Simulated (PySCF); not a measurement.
Species: C4H8BN.
Geometry (PBE0-D3(BJ)/def2-SVP, Å), atoms numbered from 1 in this order:
```xyz
14
C4H8BN angstrom
C      3.039   -0.350    0.155
C      1.609   -0.106    0.221
C      0.408    0.101    0.276
B     -1.115    0.322    0.347
C     -2.096   -0.911    0.464
N     -1.602    1.634    0.310
H      3.287   -1.023   -0.681
H      3.604    0.585    0.016
H      3.400   -0.827    1.081
H     -3.161   -0.633    0.482
H     -1.873   -1.483    1.380
H     -1.934   -1.609   -0.375
H     -0.998    2.441    0.239
H     -2.588    1.853    0.351
```

Computed, not measured: PBE0-D3(BJ)/def2-SVP geometry optimisation, gas phase in PySCF 2.14.0.

Take the most abundant isotopes and a rigid rotor. 

Q: Give the principal moments of inertia and the rotational constants in cm⁻¹.

A: Ia = 63.84, Ib = 315.91, Ic = 373.45 u·Å²; 505379 MHz·u·Å²/I gives 7916, 1600 and 1353 MHz, that is A = 0.26406, B = 0.05336, C = 0.04514 cm⁻¹.

Q: What kind of rotor is it?

A: A near-prolate asymmetric top; Ray's κ = -0.925.

Q: What does the inertial defect say?

A: Not planar: Δ = Ic − Ia − Ib = -6.30 u·Å². For a rigid frame Δ = −2 Σ m c², so Σ m c² = 3.15 u·Å² lies off the ab plane, practically all of it from hydrogen. The atom farthest from that plane is 0.92 Å away.

Q: Give the other two planar moments, Paa and Pbb, and the rms extents of the mass along the axes.

A: Paa = Σ m a² = (Ib + Ic − Ia)/2 = 312.76 and Pbb = Σ m b² = (Ia + Ic − Ib)/2 = 60.69 u·Å². With the mass M = 81.07 u, the rms extents √(P/M) along a, b and c are 1.96, 0.87, 0.20 Å.

Q: Where do the levels up to J = 2 lie, in cm⁻¹?

A: Above 0(0,0):
J = 1: 1(0,1) 0.0985, 1(1,1) 0.3092, 1(1,0) 0.3174
J = 2: 2(0,2) 0.2953, 2(1,2) 0.4980, 2(1,1) 0.5226, 2(2,1) 1.1547, 2(2,0) 1.1550

Q: Which lines would a microwave search look for?

A: The dipole components are |μa| = 0.03 D, |μb| = 1.27 D, |μc| = 0.01 D. Intensities carry the squares of the components, which stand as 0.00 : 1.00 : 0.00 (a : b : c). Some of the stronger lines:

```csv
type,branch,"J(Ka,Kc)",MHz,lower level (cm⁻¹)
b,R,"3(0,3) ← 2(1,2)",2754,0.498
b,Q,"1(1,0) ← 1(0,1)",6563,0.099
b,Q,"3(1,2) ← 3(0,3)",7210,0.590
b,Q,"4(1,3) ← 4(0,4)",7759,0.981
b,R,"1(1,1) ← 0(0,0)",9270,0.000
b,R,"2(1,2) ← 1(0,1)",11976,0.099
b,R,"3(1,3) ← 2(0,2)",14562,0.295
b,R,"4(1,4) ← 3(0,3)",17037,0.590
b,Q,"3(2,1) ← 3(1,2)",18620,0.830
b,Q,"2(2,0) ← 2(1,1)",18957,0.523
b,Q,"2(2,1) ← 2(1,2)",19689,0.498
b,Q,"3(2,2) ← 3(1,3)",20063,0.781
b,Q,"4(2,3) ← 4(1,4)",20564,1.158
b,R,"2(2,1) ← 1(1,0)",25102,0.317
b,R,"2(2,0) ← 1(1,1)",25356,0.309
b,R,"3(2,2) ← 2(1,1)",27809,0.523
b,R,"3(2,1) ← 2(1,2)",28584,0.498
b,R,"4(2,3) ← 3(1,2)",30391,0.830
b,R,"4(2,2) ← 3(1,3)",31976,0.781
b,Q,"3(3,1) ← 3(2,2)",32203,1.450
b,Q,"4(3,2) ← 4(2,3)",32223,1.844
b,R,"3(3,1) ← 2(2,0)",41055,1.155
b,R,"3(3,0) ← 2(2,1)",41063,1.155
b,Q,"4(4,0) ← 4(3,1)",45065,2.919
b,R,"4(4,1) ← 3(3,0)",56892,2.524
b,R,"4(4,0) ← 3(3,1)",56892,2.524
```

Not checked by PBE0-D3(BJ)/def2-SVP frequencies. Constants of a rigid frame at the computed geometry: no zero-point averaging, no centrifugal distortion. A rigid rotor knows nothing of internal rotation, which can split or shift real lines. Quadrupole hyperfine structure (11B, 14N) is left out.
